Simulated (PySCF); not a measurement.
PySCF input (TPSSh/def2-TZVPD):

```python
from pyscf import gto, scf, dft

mol = gto.M(
    atom='''
    B     0.01755095    0.04720755   -0.00690515
    C     1.53519310   -0.23448161   -0.01347128
    C    -1.04787564   -1.09326650    0.17880062
    O    -0.44825478    1.32870349   -0.16660880
    H     1.94662763   -1.23060224    0.10921476
    H     2.28880429    0.53913615   -0.14035092
    H    -2.07216576   -0.71983640    0.15842549
    H    -0.94400154   -1.85335667   -0.60255482
    H    -0.89308809   -1.61935904    1.12659315
    H     0.24820216    1.98484119   -0.27590754
    ''',
    basis='def2-tzvpd',
    charge=0,
    spin=1,
    verbose=4,
)

mf = dft.UKS(mol, xc='tpssh').density_fit(auxbasis='def2-universal-jkfit')
mf.grids.level = 3
mf.conv_tol = 1e-9
mf.max_cycle = 100
mf.max_memory = 1500
mf.kernel()
if not mf.converged:
    mf = mf.newton()
    mf.kernel(mf.make_rdm1())
for _ in range(2):
    mo, _, stable, _ = mf.stability(return_status=True)
    if stable:
        break
    mf.kernel(mf.make_rdm1(mo, mf.mo_occ))
mf.analyze()
```

Output:

```
PySCF version 2.14.0

[INPUT] verbose = 4
[INPUT] num. atoms = 10
[INPUT] num. electrons = 31
[INPUT] charge = 0
[INPUT] spin (= nelec alpha-beta = 2S) = 1
[INPUT] symmetry False subgroup None
[INPUT] Mole.unit = angstrom
[INPUT] Symbol           X                Y                Z      unit          X                Y                Z       unit  Magmom
[INPUT]  1 B      0.017550950000   0.047207550000  -0.006905150000 AA    0.033166488726   0.089209340512  -0.013048842349 Bohr   0.0
[INPUT]  2 C      1.535193100000  -0.234481610000  -0.013471280000 AA    2.901094507322  -0.443106024147  -0.025457029747 Bohr   0.0
[INPUT]  3 C     -1.047875640000  -1.093266500000   0.178800620000 AA   -1.980197972203  -2.065974266162   0.337884202702 Bohr   0.0
[INPUT]  4 O     -0.448254780000   1.328703490000  -0.166608800000 AA   -0.847078768227   2.510885696854  -0.314845001942 Bohr   0.0
[INPUT]  5 H      1.946627630000  -1.230602240000   0.109214760000 AA    3.678593087211  -2.325501201876   0.206385985160 Bohr   0.0
[INPUT]  6 H      2.288804290000   0.539136150000  -0.140350920000 AA    4.325213260830   1.018819667352  -0.265224800131 Bohr   0.0
[INPUT]  7 H     -2.072165760000  -0.719836400000   0.158425490000 AA   -3.915825771101  -1.360293650493   0.299380787250 Bohr   0.0
[INPUT]  8 H     -0.944001540000  -1.853356670000  -0.602554820000 AA   -1.783904371768  -3.502336517436  -1.138663584837 Bohr   0.0
[INPUT]  9 H     -0.893088090000  -1.619359040000   1.126593150000 AA   -1.687691895211  -3.060145082939   2.128952507311 Bohr   0.0
[INPUT] 10 H      0.248202160000   1.984841190000  -0.275907540000 AA    0.469034105925   3.750806249856  -0.521389686302 Bohr   0.0

nuclear repulsion = 105.836566354244
number of shells = 83
number of NR pGTOs = 277
number of NR cGTOs = 205
basis = def2-tzvpd
ecp = {}

******** <class 'pyscf.df.df_jk.DFUKS'> ********
method = DFUKS
initial guess = minao
damping factor = 0
level_shift factor = 0
DIIS = <class 'pyscf.scf.diis.CDIIS'>
diis_start_cycle = 1
diis_space = 8
diis_damp = 0
SCF conv_tol = 1e-09
SCF conv_tol_grad = None
SCF max_cycles = 100
direct_scf = False
number electrons alpha = 16  beta = 15
XC library pyscf.dft.libxc version 7.1.2
    S. Lehtola, C. Steigemann, M. J. T. Oliveira, and M. A. L. Marques,  SoftwareX 7, 1–5 (2018)
XC functionals = tpssh
    V. N. Staroverov, G. E. Scuseria, J. Tao, and J. P. Perdew,  J. Chem. Phys. 119, 12129 (2003)
radial grids:
    Treutler-Ahlrichs [JCP 102, 346 (1995); DOI:10.1063/1.469408] (M4) radial grids

becke partition: Becke, JCP 88, 2547 (1988); DOI:10.1063/1.454033
pruning grids: <function nwchem_prune>
grids dens level: 3
symmetrized grids: False
atomic radii adjust function: <function treutler_atomic_radii_adjust>
small_rho_cutoff = 0
Set gradient conv threshold to 3.16228e-05
tot grids = 115216
******** <class 'pyscf.df.df.DF'> ********
auxbasis = def2-universal-jkfit
init E= -180.063507807554
[...]
  beta  nocc = 15  HOMO = -0.291108321986179  LUMO = -0.117032484477178
  HOMO = -0.239346444854  LUMO = -0.117032484477  gap/eV = 3.32833
Extra cycle  E= -179.991709981628  delta_E= -1.37e-11  |g|= 7.77e-06  |ddm|= 1.55e-05
converged SCF energy = -179.991709981628  <S^2> = 0.75448464  2S+1 = 2.0044796
uhf_internal: lowest eigs of H = [0.25485057 0.36289742 0.3684747 ]
<class 'pyscf.df.df_jk.DFUKS'> wavefunction is stable in the internal stability analysis
**** SCF Summaries ****
Total Energy =                        -179.991709981628247
Nuclear Repulsion Energy =             105.836566354244354
One-electron Energy =                 -452.692812677275469
Two-electron Energy =                  166.864536341402840
Two-electron Coulomb Energy =          192.675618465787778
DFT Exchange-Correlation Energy =      -25.811082124384942
HOMO-LUMO gap [eV] =                     3.328332391455158
**** MO energy ****
                             alpha | beta                alpha | beta
MO #1   energy= -19.0667226255524  | -19.0649257249555  occ= 1 | 1
MO #2   energy= -10.1221759521063  | -10.1087444177185  occ= 1 | 1
MO #3   energy= -10.074681536286   | -10.0746748800177  occ= 1 | 1
MO #4   energy= -6.69509330901164  | -6.69493019745628  occ= 1 | 1
MO #5   energy= -1.00105911725482  | -0.997698596156866 occ= 1 | 1
MO #6   energy= -0.687389705643895 | -0.676148184803914 occ= 1 | 1
MO #7   energy= -0.658044298308056 | -0.632266498540449 occ= 1 | 1
MO #8   energy= -0.528342519654004 | -0.527474013458495 occ= 1 | 1
MO #9   energy= -0.428746160258593 | -0.422631599734323 occ= 1 | 1
MO #10  energy= -0.41835516454583  | -0.411749007606898 occ= 1 | 1
MO #11  energy= -0.384220022080559 | -0.379546615469255 occ= 1 | 1
MO #12  energy= -0.35929515315398  | -0.358198154955283 occ= 1 | 1
MO #13  energy= -0.345138385725812 | -0.342703826766736 occ= 1 | 1
MO #14  energy= -0.338084746856657 | -0.328254672867194 occ= 1 | 1
MO #15  energy= -0.29618013462315  | -0.291108321986179 occ= 1 | 1
MO #16  energy= -0.239346444854238 | -0.117032484477178 occ= 1 | 0
MO #17  energy= -0.00986321281138203 | -0.00698318085619221 occ= 0 | 0
MO #18  energy= 0.0251698105411475 | 0.0261727297598947 occ= 0 | 0
MO #19  energy= 0.0311378364895822 | 0.037877023867428  occ= 0 | 0
MO #20  energy= 0.0340070832566731 | 0.0485888348863066 occ= 0 | 0
MO #21  energy= 0.0609342283179975 | 0.0667709839121774 occ= 0 | 0
MO #22  energy= 0.0646400471972733 | 0.0699524515622921 occ= 0 | 0
MO #23  energy= 0.0724630045152386 | 0.0755925337950553 occ= 0 | 0
MO #24  energy= 0.0748484691250449 | 0.0771856883813005 occ= 0 | 0
MO #25  energy= 0.0909087729235331 | 0.0935980689817691 occ= 0 | 0
MO #26  energy= 0.105898470991081  | 0.107666457161172  occ= 0 | 0
MO #27  energy= 0.112514191002104  | 0.117628712627005  occ= 0 | 0
MO #28  energy= 0.11614151162347   | 0.128399481308427  occ= 0 | 0
MO #29  energy= 0.127063975643367  | 0.129905294020112  occ= 0 | 0
MO #30  energy= 0.15002078828222   | 0.152282539118884  occ= 0 | 0
MO #31  energy= 0.155748549920169  | 0.162514824086884  occ= 0 | 0
MO #32  energy= 0.157447209307263  | 0.163278239641737  occ= 0 | 0
MO #33  energy= 0.163287602909517  | 0.168521373668711  occ= 0 | 0
MO #34  energy= 0.168612017121178  | 0.174948239744245  occ= 0 | 0
MO #35  energy= 0.193958859168781  | 0.197161923237667  occ= 0 | 0
MO #36  energy= 0.211536475143205  | 0.216265831083232  occ= 0 | 0
MO #37  energy= 0.223180976600434  | 0.228232734337718  occ= 0 | 0
MO #38  energy= 0.240078228386581  | 0.241729814590052  occ= 0 | 0
MO #39  energy= 0.249151770133917  | 0.25516816227055   occ= 0 | 0
MO #40  energy= 0.256507792717083  | 0.258612188180735  occ= 0 | 0
MO #41  energy= 0.258959113724812  | 0.263160161336372  occ= 0 | 0
MO #42  energy= 0.260022541436725  | 0.263883528163068  occ= 0 | 0
MO #43  energy= 0.265627213403234  | 0.27127110495786   occ= 0 | 0
MO #44  energy= 0.270212839289151  | 0.275463269363165  occ= 0 | 0
MO #45  energy= 0.275995654533368  | 0.277435086089546  occ= 0 | 0
MO #46  energy= 0.285045742282776  | 0.288284215962956  occ= 0 | 0
MO #47  energy= 0.292826961025621  | 0.295499783873825  occ= 0 | 0
MO #48  energy= 0.294888082338755  | 0.298313711289297  occ= 0 | 0
MO #49  energy= 0.297434249122028  | 0.301387255233467  occ= 0 | 0
MO #50  energy= 0.308039734227483  | 0.313014445229599  occ= 0 | 0
MO #51  energy= 0.321649405455583  | 0.325113083730626  occ= 0 | 0
MO #52  energy= 0.325743011354606  | 0.32703579136365   occ= 0 | 0
MO #53  energy= 0.333890136220098  | 0.34188553094943   occ= 0 | 0
MO #54  energy= 0.352416984306859  | 0.360519759068777  occ= 0 | 0
MO #55  energy= 0.359868174945823  | 0.36188267157292   occ= 0 | 0
MO #56  energy= 0.369945712746468  | 0.3759604228132    occ= 0 | 0
MO #57  energy= 0.379539523893806  | 0.382107625600305  occ= 0 | 0
MO #58  energy= 0.380172260533098  | 0.385401264474891  occ= 0 | 0
MO #59  energy= 0.394698443190729  | 0.400643647137766  occ= 0 | 0
MO #60  energy= 0.400317929300304  | 0.403001265507521  occ= 0 | 0
MO #61  energy= 0.412078235640604  | 0.416116193921649  occ= 0 | 0
MO #62  energy= 0.425920708742605  | 0.429704625390487  occ= 0 | 0
MO #63  energy= 0.426074644656744  | 0.430194833533638  occ= 0 | 0
MO #64  energy= 0.435460132010641  | 0.441195451974761  occ= 0 | 0
MO #65  energy= 0.446247699864008  | 0.448333845842857  occ= 0 | 0
MO #66  energy= 0.455681967836444  | 0.470496580552861  occ= 0 | 0
MO #67  energy= 0.471948426288105  | 0.477700368084003  occ= 0 | 0
MO #68  energy= 0.4885713343574    | 0.493117495689091  occ= 0 | 0
MO #69  energy= 0.494969690400691  | 0.513578530908421  occ= 0 | 0
MO #70  energy= 0.509146129666596  | 0.515187666996366  occ= 0 | 0
MO #71  energy= 0.521053412580375  | 0.52401405602412   occ= 0 | 0
MO #72  energy= 0.529709302063195  | 0.533055496516189  occ= 0 | 0
MO #73  energy= 0.532757885611898  | 0.537526411614263  occ= 0 | 0
MO #74  energy= 0.548763872834619  | 0.555081156087661  occ= 0 | 0
MO #75  energy= 0.568724322796718  | 0.572906045268941  occ= 0 | 0
MO #76  energy= 0.583206980609852  | 0.587241355009874  occ= 0 | 0
MO #77  energy= 0.597645414570089  | 0.603546401932765  occ= 0 | 0
MO #78  energy= 0.601856493365901  | 0.604266858259502  occ= 0 | 0
MO #79  energy= 0.629473182972081  | 0.634226840361034  occ= 0 | 0
MO #80  energy= 0.675003334310256  | 0.679099199941774  occ= 0 | 0
MO #81  energy= 0.681412336370311  | 0.683954755668864  occ= 0 | 0
MO #82  energy= 0.682580662691033  | 0.688391080793126  occ= 0 | 0
MO #83  energy= 0.694308828969287  | 0.706258660637531  occ= 0 | 0
MO #84  energy= 0.704693955894747  | 0.711316007314964  occ= 0 | 0
MO #85  energy= 0.715246217940032  | 0.719478636347448  occ= 0 | 0
MO #86  energy= 0.725829987695022  | 0.732286318025321  occ= 0 | 0
MO #87  energy= 0.73325942140251   | 0.744479435311117  occ= 0 | 0
MO #88  energy= 0.744268082844058  | 0.752569967812025  occ= 0 | 0
MO #89  energy= 0.770652114383299  | 0.782842672324254  occ= 0 | 0
MO #90  energy= 0.80144436881012   | 0.805892795867749  occ= 0 | 0
MO #91  energy= 0.832783505321989  | 0.838201959156317  occ= 0 | 0
MO #92  energy= 0.84101188598944   | 0.843932328034536  occ= 0 | 0
MO #93  energy= 0.875541049307703  | 0.882419164881849  occ= 0 | 0
MO #94  energy= 0.900407516778734  | 0.903581307250949  occ= 0 | 0
MO #95  energy= 0.911968822355583  | 0.939333891258818  occ= 0 | 0
MO #96  energy= 0.938966612020238  | 0.943007658089591  occ= 0 | 0
MO #97  energy= 1.02690240309813   | 1.03018549180581   occ= 0 | 0
MO #98  energy= 1.03965841295973   | 1.04500088498241   occ= 0 | 0
MO #99  energy= 1.04082404321842   | 1.05653873934533   occ= 0 | 0
MO #100 energy= 1.07510180071344   | 1.07923675585331   occ= 0 | 0
MO #101 energy= 1.08410947642779   | 1.10256641987083   occ= 0 | 0
MO #102 energy= 1.14014882757279   | 1.14210588530902   occ= 0 | 0
MO #103 energy= 1.17734490565375   | 1.18194296909386   occ= 0 | 0
MO #104 energy= 1.18460011217075   | 1.2053656697897    occ= 0 | 0
[...]
```

It need not be the lowest isomer of its formula.
